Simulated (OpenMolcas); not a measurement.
A calculation on O4+.

| Property | Result |
| --- | --- |
| Program | OpenMolcas |
| Method | MS-CASPT2, IPEA 0.25 Eh, imaginary shift 0.1 Eh (closed shells correlated: 1s) |
| Basis | ANO-RCC-VTZP [4s3p2d1f] |
| Scalar Hamiltonian | DKH2, point nucleus |
| Active space | 2 electrons in 8 orbitals (2s 2p 3s 3p) |
| State averaging | 2S+1 = 3 even, 3 roots; 2S+1 = 1 even, 7 roots; 2S+1 = 3 odd, 3 roots; 2S+1 = 1 odd, 3 roots |
| Spin-orbit coupling | state interaction with AMFI integrals over the reference wave functions, term energies averaged over their components |

Task: Which level of the active space comes out lowest?

Result: 2s² ¹S₀, with 100 % of that term; it is also the measured ground level.

Task: How high does 2p² ³P₀ lie?

Result: 214298 cm⁻¹ above the lowest level; measured 213462 cm⁻¹ above the ground level, so the calculation is off by 0 %.

Task: How high does 2p² ³P₁ lie?

Result: 214445 cm⁻¹ above the lowest level; measured 213618 cm⁻¹ above the ground level, so the calculation is off by 0 %.

Task: How high does 2s 2p ³P°₂ lie?

Result: 82514 cm⁻¹ above the lowest level; measured 82385 cm⁻¹ above the ground level, so the calculation is off by 0 %.

Measured values: Moore, Selected Tables of Atomic Spectra, NSRDS-NBS 3, section 9.

Active for correlation alone: 3p 3s; no level in the range computed is led by a configuration that fills them, so any true level of that kind is missing. Measured partners are found by configuration, term and J. A level has none where our copy of the source lacks it or the pairing is in doubt (some pairs that miss far off the trend of their configuration count as doubtful), and it then counts in no deviation. Levels of configurations outside the active space are missing.

° marks odd parity.
